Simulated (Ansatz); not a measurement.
Cost and result for the atomization energy of `C[Se]C(C)=O` (11 atoms, 10 bonds).

```xyz
11

C     0.898   -1.419    0.556
Se    1.728    0.110   -0.314
C     0.213    1.272   -0.654
C    -1.144    0.804   -0.219
O     0.421    2.318   -1.197
H     1.713   -2.107    0.779
H     0.417   -1.126    1.487
H     0.190   -1.910   -0.108
H    -1.397   -0.142   -0.703
H    -1.163    0.637    0.860
H    -1.877    1.564   -0.487
```

Charge 0, multiplicity 1. Correlated methods include outer-core shells of Se, which these sets cover unevenly. Scalar relativity is left out up to krypton. The structure was optimised at the PBE0-D4/def2-TZVP level. It is one conformer, not always the lowest. Program: Ansatz. All runs use 4 threads of an Arm Neoverse V2 on a shared host. Times are those of one run each, without the atoms' runs, and a repeat can differ threefold. Electronic energies, without spin–orbit coupling; frozen cores. CCSD(T)/CBS adds CCSD(T) − MP2 in def2-TZVPP to the MP2 limit, and its time is that of the two runs behind it. T1 = 0.013. With those shells the extrapolation isn't a true limit. B3LYP takes the VWN-RPA correlation (the form of Gaussian; ORCA's B3LYP/G).

CCSD(T)/CBS is a level of theory with its own doubt, some kJ/mol a heavy atom from the limit and from the frozen cores, so smaller differences don't rank the functionals.

```tsv
level	functions	wall time	atomization (kcal/mol)	difference from CCSD(T)/CBS	per bond
PBE-D4/def2-TZVPP (with forces)	256	2.6 s	1053.9	32.8	3.3
PBE0-D4/def2-TZVPP	256	3.3 s	1028.3	7.2	0.7
r2SCAN-D4/def2-TZVPP (with forces)	256	5.5 s	1028.2	7.1	0.7
B3LYP-D4/def2-TZVPP (with forces)	256	5.5 s	1022.1	1.0	0.1
B2PLYP/def2-TZVPP	256	6.5 s	1011.3	-9.8	-1.0
ωB97X-V/def2-TZVPP	256	8 s	1022.0	0.9	0.1
ωB97M-V/def2-TZVPP (with forces)	256	12 s	1021.2	0.1	0.0
MP2/def2-QZVPP	497	30 s	1030.1	9.0	0.9
CCSD(T)/def2-TZVPP	256	4.7 min	995.4	-25.7	-2.6
CCSD(T)/CBS(def2)	–	5.1 min	1021.1	0.0	0.0
```

The D4 term adds +9.0 kcal/mol with B3LYP and +4.7 kcal/mol with PBE0; it sums over pairs of atoms, weighted by their polarisabilities, and B3LYP, whose exchange is more repulsive, gets the larger term. In def2-TZVPP, CCSD(T) changes the Hartree–Fock value by +269.6 kcal/mol (the triples alone add +18.7 kcal/mol) and MP2 by +289.2 kcal/mol; breaking electron pairs costs correlation energy, which Hartree–Fock lacks. From PBE to PBE0 (25 % exact exchange), in def2-TZVPP and without D4, the atomization energy moves by −24.7 kcal/mol: exact exchange takes away binding that semilocal exchange gives to molecules.
